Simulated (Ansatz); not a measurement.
`C#[C][Ge]([CH3])([F])[F]` at its PBE0-D4/def2-TZVP geometry, where that method's forces vanish. Total charge 0; spin multiplicity 1.

```xyz
10

C    -2.5777   -0.8068    0.4447
C    -1.5726   -0.1839    0.2193
Ge    0.0461    0.7179   -0.1263
C     1.6523   -0.3280   -0.1429
F     0.1863    1.9872    1.0338
F    -0.1331    1.5388   -1.6332
H    -3.4745   -1.3487    0.6436
H     1.7858   -0.8106    0.8254
H     1.5857   -1.0897   -0.9198
H     2.5018    0.3239   -0.3445
```

**Question.** What forces (eV/Å) does PBE-D4/def2-TZVPP give on these atoms in Ansatz 0.2.0? (An estimate is asked.)

**Answer.** Ansatz gave: 
```
C1  -0.782 -0.489  0.176
C2   0.740  0.466 -0.167
Ge3 -0.021 -0.565  0.098
C4   0.079 -0.058  0.000
F5   0.060  0.527  0.497
F6  -0.075  0.337 -0.640
H7  -0.178 -0.105  0.039
H8   0.026 -0.091  0.182
H9  -0.011 -0.144 -0.146
H10  0.162  0.123 -0.039
```
